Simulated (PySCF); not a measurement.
# Where the electron goes

Species: C₈H₉ (charge +1).
Geometry (GFN2-xTB, Å), atoms numbered from 1 in this order:
```xyz
17
C8H9 angstrom
C     -1.058    1.866   -0.239
C     -0.143    0.875   -0.070
C      1.248    1.230    0.083
C      2.202    0.274    0.258
C      1.825   -1.080    0.289
C      0.498   -1.463    0.143
C     -0.512   -0.533   -0.036
C     -1.914   -0.969   -0.183
H     -2.113    1.672   -0.360
H     -0.755    2.902   -0.258
H      1.508    2.277    0.055
H      3.240    0.543    0.373
H      2.583   -1.837    0.430
H      0.248   -2.514    0.170
H     -2.541   -0.539    0.600
H     -2.329   -0.640   -1.136
H     -1.992   -2.051   -0.129
```

Theory: PySCF, TDDFT PBE0/def2-SVPD, vertical, gas phase, core orbitals frozen in the response.

Kohn–Sham orbitals with the atoms that hold most of them (Löwdin shares over 4%, at most four atoms; ? is withheld):

| orbital | ε (eV) | atoms |
| --- | --- | --- |
| LUMO+2 | -4.60 | C2 23%, C1 17%, C5 16%, C4 12% |
| LUMO+1 | -5.18 | C3 20%, C6 19%, C4 18%, C7 17% |
| LUMO | -8.69 | ? |
| HOMO | ? | ? |
| HOMO-1 | -13.61 | C2 22%, C5 20%, C1 20%, C6 13% |
| HOMO-2 | -14.73 | C2 13%, C7 12%, C3 12%, C4 10% |
| HOMO-3 | -14.98 | C8 21%, C7 11%, C6 11%, C5 11% |

Task: Which atoms hold the HOMO, and with what shares?

Result: C4 (bonded to 2 C and H) 20%; C3 (bonded to 2 C and H) 19%; C6 (bonded to 2 C and H) 18%; C7 (bonded to 3 C) 17%.

Task: Which atoms hold the LUMO, and with what shares?

Result: C1 (bonded to C and 2 H) 31%; C5 (bonded to 2 C and H) 16%; C7 (bonded to 3 C) 13%; C3 (bonded to 2 C and H) 11%.

Task: What is the HOMO energy, and the HOMO–LUMO gap?

Result: ε(HOMO) = -12.42 eV; the gap is 3.73 eV (0.1372 hartree).

Task: The HOMO–LUMO gap is 3.73 eV. Where does the response calculation put the lowest singlet, and from which orbitals?

Result: S1 is at 2.84 eV (f = 0.042), 0.89 eV below the gap, made of HOMO→LUMO (99%). 

Task: Give energy, strength and leading configuration of S1, S2 and S3, and follow the Löwdin shares of the leading atoms from the occupied to the empty orbital.

Result: 
- S1 (2.84 eV, f 0.042), HOMO→LUMO (99%): C4 20% → at most 11%, C3 19% → 11%, C1 at most 17% → 31%, C5 at most 17% → 16%
- S2 (4.50 eV, f 0.0000), HOMO-2→LUMO (99%): C2 13% → at most 11%, C7 12% → 13%, C1 at most 11% → 31%, C5 at most 11% → 16%
- S3 (4.76 eV, f 0.291), HOMO-1→LUMO (93%): C2 22% → at most 11%, C5 20% → 16%, C1 20% → 31%
